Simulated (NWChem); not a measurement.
Molecule: BeNH₂F; SMILES [NH2][Be][F]

```xyz
5

Be     0.0000     0.0000    -0.1005
F      0.0000     0.0000    -1.4865
N      0.0000     0.0000     1.4032
H      0.0000    -0.8244     1.9791
H      0.0000     0.8244     1.9791
```
Atoms are numbered in this order, from 1.

Program: NWChem. The geometry was optimised at PBE0-D3(BJ)/def2-TZVP. Level B3LYP/def2-SVP: energy and gradient on several grids; changes count from the extra-fine grid, which is no exact limit either.

Problem. Which is the coarsest grid (medium; fine; xcoarse; coarse; xfine) from which on the energy stays within 100 μHa and each gradient component within 200 μHa/bohr of xfine?

Solution. coarse.
```json
[
 {"grid": "xcoarse", "size of the energy change (μHa)": "1000", "largest change of a gradient component (μHa/bohr)": "2000"},
 {"grid": "coarse", "size of the energy change (μHa)": "20", "largest change of a gradient component (μHa/bohr)": "100"},
 {"grid": "medium", "size of the energy change (μHa)": "< 10", "largest change of a gradient component (μHa/bohr)": "< 30"},
 {"grid": "fine", "size of the energy change (μHa)": "< 10", "largest change of a gradient component (μHa/bohr)": "< 30"},
 {"grid": "xfine", "size of the energy change (μHa)": "< 10", "largest change of a gradient component (μHa/bohr)": "< 30"}
]
```
